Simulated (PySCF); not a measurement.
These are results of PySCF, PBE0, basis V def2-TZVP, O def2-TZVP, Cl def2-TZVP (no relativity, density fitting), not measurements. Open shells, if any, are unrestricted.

Question: What shape and geometry does isolated singlet VO₂Cl take (every ligand bound to V)?

Answer: Formally V is in oxidation state +5, d0. The polar-tensor charge on V, 2.01, is far below the formal one. The lowest minimum found is a singlet of Cs symmetry with V–Cl 2.174 Å, V–O 1.567 Å (×2); Cl–V–O 118.5° (×2), O–V–O 110.0°. Its harmonic wavenumbers are 125 (a'), 190 (a''), 353 (a'), 507 (a'), 1104 (a''), 1116 (a') cm⁻¹ and its dipole moment is 2.71 D.

Stability towards spin polarisation was not tested. Only a few start shapes were tried, so a lower isomer may exist.
